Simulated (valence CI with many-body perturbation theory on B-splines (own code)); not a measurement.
**Tc XIII: what the settings do**

Computed by relativistic CI+MBPT: three valence electrons over a frozen Dirac-Fock core [Ar] 3d10, a basis of 6 s, 6 p, 5 d, 3 f, 1 g functions for each j, with the one-electron correlation potential Σ1, the two-electron term Σ2, the three-electron term Σ3, Breit, model QED; selected CI, second order for the rest, scaled by the run's own slope (own B-spline code, finite nucleus).

No measured spectrum was set against this ion. As an estimate, levels hold to about 250 cm⁻¹ or 0.2 % of their energy and the worst to 1 %, as in measured heavy ions of charge 2 to 7; those with d or f electrons hold less well.

The reference run has the lowest level 4s2 4p 2P°_1/2 and an ionisation energy of 262.879 eV. Its largest variational space holds 3219 state functions.

Names give the largest LS component (configuration and term), which can be under half, so a name can repeat, a term be missing and a line seem to break the LS rules; names also repeat where a configuration has a term twice. Letters in brackets count levels of one name in rising energy.

Changed runs:
A. core polarisation of operators on → off
B. scale of Σ2 1 → 0.5
C. natural orbitals for correlation on → off
D. factor on the speed of light 1 → 1.1 (bad on purpose)

Excitation energies of the reference run in cm⁻¹, and shifts in cm⁻¹:

| Level | Reference | A | B | C | D |
| --- | --- | --- | --- | --- | --- |
| 4s2 4p 2P°_3/2 | 33558 | 0 | -69 | -5.9 | -6109 |
| 4s 4p2 4P_1/2 | 213209 | 0 | -1368 | -434 | -4399 |
| 4s 4p2 4P_3/2 | 229921 | 0 | -1509 | -497 | -8126 |
| 4s 4p2 4P_5/2 | 244339 | 0 | -1407 | -433 | -10017 |
| 4s 4p2 2D_3/2 | 284458 | 0 | -353 | +90 | -8959 |
| 4s 4p2 2D_5/2 | 293190 | 0 | -604 | +15 | -11718 |
| 4s 4p2 2P_1/2 | 319815 | 0 | +1862 | +617 | -6828 |
| 4s 4p2 2S_1/2 | 353201 | 0 | +1731 | +688 | -12552 |
| 4s 4p2 2P_3/2 | 360087 | 0 | +2805 | +474 | -12527 |
| 4s2 4d 2D_3/2 | 458620 | 0 | +1916 | +581 | -6910 |
| 4s2 4d 2D_5/2 | 463822 | 0 | +1885 | +577 | -7795 |
| 4p3 4S°_3/2 [a] | 531545 | 0 | +714 | -134 | -10911 |
| Ionisation energy (eV) | 262.879 | 0 | +0.106 | -0.041 | -0.794 |

No effect on these energies: A.
